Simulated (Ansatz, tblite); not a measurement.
Removing and adding an electron: Li2Al3 (the lowest doublet isomer of a short search). Total charge 0; doublet. Geometry: B3LYP-D4/def2-TZVP. Ansatz, gas phase; energy differences of separate SCF runs; the oxidised species is a singlet (the triplet lies 0.02 eV higher at PBE0-D4/def2-TZVP); the reduced species is a triplet (the singlet lies 0.24 eV higher at PBE0-D4/def2-TZVPD).

Cartesian coordinates in Å:
```
Al -1.334 -0.258 -0.430
Al 1.101 0.111 -0.655
Al -0.111 2.430 -0.360
Li 0.178 -2.491 -0.443
Li 0.166 0.208 1.887
```

The xTB rows come from tblite. The structure comes from a short search, and lower isomers may exist.

| level | −HOMO (eV) | vertical IE (eV) | −LUMO (eV) | vertical EA (eV) | HOMO–LUMO gap (eV) | IE − EA (eV) | remarks |
| --- | --- | --- | --- | --- | --- | --- | --- |
| GFN1-xTB | – | 9.42 | – | 5.42 | – | 4.00 | – |
| GFN2-xTB | – | 8.49 | – | 3.21 | – | 5.28 | – |
| PBE-D4/def2-TZVP | 3.41 | 5.49 | 2.89 | – | 0.52 | – | restricted SCF unstable in HF (+1 singlet) |
| PBE-D4/def2-TZVPD | 3.40 | – | 2.89 | 1.12 | 0.52 | – | HOMO above zero (-1 triplet) |
| PBE0-D4/def2-TZVP | 4.10 | 5.54 | 2.24 | – | 1.87 | – | restricted SCF unstable in HF (+1 singlet), spin-contaminated (⟨S²⟩ 0.94) (doublet) |
| PBE0-D4/def2-TZVPD | 4.10 | – | 2.23 | 1.09 | 1.87 | – | HOMO above zero (-1 triplet), spin-contaminated (⟨S²⟩ 0.94) (doublet) |

Run but left out: HF/def2-TZVPP, r2SCAN-D4/def2-TZVP, MP2/def2-TZVPP, CCSD/def2-TZVPP, CCSD(T)/def2-TZVPP, r2SCAN-D4/def2-TZVPD (doublet: ⟨S²⟩ 1.19 to 1.70, where a pure state has 0.75).   A HOMO above zero means that the electron is unbound at that level or that self-interaction error raises the level; the energy of removing that electron tells which. HOMO and LUMO are the levels of the spin that leaves or enters (xTB has no such levels and no spin-polarisation term). Other spin states of the ions may lie lower, which would lower the ionisation energy or raise the affinity. Raw xTB energy differences between charge states are shifted by several eV; the methods need an empirical correction for them.
